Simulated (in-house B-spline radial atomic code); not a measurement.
Configurations of I, with energies counted from [Kr] 4d10 5s2 5p5. Level of theory: scalar-relativistic (X2C) PBEsol, spin-polarised, spherical fractional occupations, Fermi nucleus of rms radius 4.75 fm; calculated with a radial B-spline atomic code at the basis-set limit. Shells without spins written out take the highest spin.

Occupations are held fixed; configurations that lie above the ionisation limit could autoionise.

```tsv
configuration	E - E(ref) (eV)	highest orbital	its <r> (bohr)
[Kr] 4d10 5s1 5p6	10.365	5p down	2.456
[Kr] 4d10 5s1 5p5 5d1	19.235	5d up	6.203
[Kr] 4d10 5s1 5p5 6f1	21.063	6f up	42.63
[Kr] 4d9 4f1 5s2 5p5	56.881	4f up	16.79
[Kr] 4d9 5s2 5p5 5f1	57.171	5f up	28.42
[Ar] 3d10 4s2 4p(2 up, 3 down) 4d10 5s2 5p6	123.68	5p up	2.345
```

Q: Order these further configurations by energy, lowest first.
A. [Ar] 3d(4 up, 5 down) 4s2 4p6 4d10 5s2 5p6
B. [Kr] 4d(4 up, 5 down) 5s2 5p(2 up, 3 down) 5f(1 up, 0 down)
C. [Kr] 4d9 5s2 5p5 6s1
D. [Kr] 4d10 5s(0 up, 1 down) 5p(3 up, 2 down) 6d(0 up, 1 down)
E. [Kr] 4d10 4f1 5s1 5p5

A: E (20.595 eV), D (20.928 eV), C (54.026 eV), B (57.172 eV), A (615.43 eV).

Q: How far above the reference does [Kr] 4d10 5s1 5p5 6d1 lie?

A: 20.202 eV; its least bound orbital is 6d up with <r> = 13.64 bohr.

Q: How far above the reference does [Ar] 3d9 4s2 4p6 4d10 4f1 5s2 5p5 lie?

A: 626.79 eV; its least bound orbital is 4f up with <r> = 16.8 bohr.
